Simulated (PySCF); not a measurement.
Vertical excitations of a molecule C₅H₅Cl from TDDFT-PBE/def2-SVPD (PySCF), as energy in eV (oscillator strength): 4.51 (0.126), 5.41 (0.001), 5.60 (0.000), 5.69 (0.005), 5.84 (0.002), 6.40 (0.001), 6.47 (0.006), 6.97 (0.057), 6.99 (0.000), 7.19 (0.023). Lowest triplet (TDA): 2.93 eV. Geometry: ωB97X-D3(BJ)/def2-SVP. The values are those of a single conformer.

Task: Which molecule gave these data?
A. C=C=C(Cl)C=C
B. C=C=C/C=C/Cl
C. C#CCC(=C)Cl
D. ClC1=CC=CC1

Result: D, ClC1=CC=CC1
